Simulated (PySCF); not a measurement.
GaCl3, SMILES [Ga]([Cl])([Cl])[Cl].

Geometry optimised at B3LYP-D3(BJ)/def2-SVP. The isomer is the one that the SMILES or the coordinates give; other isomers of the formula were not compared.

Computed with TDA-CAM-B3LYP/def2-SVPD (PySCF).

Vertical excitations; the highest root listed may be one member of a degenerate set. Gas-phase values at a fixed geometry. State labels are in the subgroup C2v.

Question: Give excitation energies, oscillator strengths and character. (Estimate from the structure and the level; the computed values follow.)

Answer: 
| state | symmetry | energy (eV) | λ (nm) | f | main pairs |
|---|---|---|---|---|---|
| S1 | B1 | 5.98 | 207 | 0.000 | HOMO→LUMO 97 % |
| S2 | B2 | 6.24 | 199 | 0.000 | HOMO−1→LUMO (degenerate set) |
| S3 | A2 | 6.24 | 199 | 0.000 | HOMO−2→LUMO (degenerate set) |
| S4 | B1 | 6.41 | 193 | 0.057 | HOMO−3→LUMO (degenerate set) |
| S5 | A1 | 6.41 | 193 | 0.057 | HOMO−4→LUMO (degenerate set) |
| S6 | A2 | 6.62 | 187 | 0.000 | HOMO→LUMO+1 99 % |
| S7 | A2 | 6.94 | 179 | 0.000 | HOMO−3→LUMO+1 (degenerate set) |
| S8 | B2 | 6.94 | 179 | 0.000 | HOMO−4→LUMO+1 (degenerate set) |
| S9 | B2 | 7.05 | 176 | 0.065 | HOMO−5→LUMO 95 % |
| S10 | B1 | 7.22 | 172 | 0.044 | HOMO−2→LUMO+1 78 %, HOMO−7→LUMO 17 % |
| T1 | B1 | 5.57 | 222 | 0 | HOMO→LUMO 94 % |
| T2 | B1 | 5.86 | 212 | 0 | HOMO−3→LUMO (degenerate set) |
| T3 | A1 | 5.86 | 212 | 0 | HOMO−4→LUMO (degenerate set) |
| T4 | B2 | 5.86 | 211 | 0 | HOMO−1→LUMO 94 % |
Triplets are in the Tamm–Dancoff approximation.
